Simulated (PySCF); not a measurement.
Structure with atom numbers: `[F:1][C:2]([F:3])([F:4])[C:5]([F:6])([SiH3:7])[SiH3:8]`; H(Xn) means a hydrogen on atom n.

- geometry from GFN2-xTB
- shielding tensors at PBE0/pcSseg-1 (GIAO)
- code: PySCF 2.14
- no relativistic terms, fast rotation and ring inversion assumed for equivalent nuclei, isolated molecule, one computed conformer

References, each an isolated molecule treated in the same way: 13C and 1H and 29Si vs TMS; 19F vs CFCl3.

| atoms | nucleus | count | Hirshfeld charge | δ (ppm) |
| --- | --- | --- | --- | --- |
| F6 | 19F | 1 | -0.11 | -260.4 |
| H(Si7)/H(Si8) | 1H | 6 | -0.06 | 4.20 |
| C2 | 13C | 1 | 0.24 | ? |
| Si7/Si8 | 29Si | 2 | 0.30 | -66.8 |
| F1/F3/F4 | 19F | 3 | -0.09 | ? |
| C5 | 13C | 1 | -0.09 | 91.1 |

**Question.** Fill in the missing shifts.

**Answer.** 
- C2: 136.4 ppm, CF3 carbon; 3 electronegative neighbours deshield it
- F1/F3/F4: -81.4 ppm, fluorine of a CF3 group

Shifts are as computed. Against solution values, carbons near 30 ppm lie about +3 ppm off and those near 130 ppm about +5 ppm. Of 1211 compounds with measured shifts, 218 miss one by over three times the rms of a fit or turn the order of signals round; such compounds aren't used in these exercises. Unscaled 19F shifts against computed CFCl3 carry errors that often reach 10 to 50 ppm.
